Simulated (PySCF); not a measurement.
Harmonic spectrum computed at PBE0 in the def2-TZVP basis family (core potentials from Rb on, PySCF, no spin–orbit coupling):

| ω (cm⁻¹) | IR (km/mol) |
| --- | --- |
| 289 | 57.8 |
| 468 | 132 |
| 845 | 175 |
| 979 | 22.0 |
| 1106 | 3.0 |
| 3793 | 82.3 |

**Question.** Which molecule gave it? In each, all ligands are bound to the one heavy central atom.
A. RuN(OH) (singlet)
B. SN(OH) (singlet)
C. PN(OH) (doublet)
D. SiN(OH) (singlet)
E. SeN(OH) (singlet)

**Answer.** C. It has Cs symmetry with O–H 0.967 Å, P–N 1.559 Å, P–O 1.621 Å.
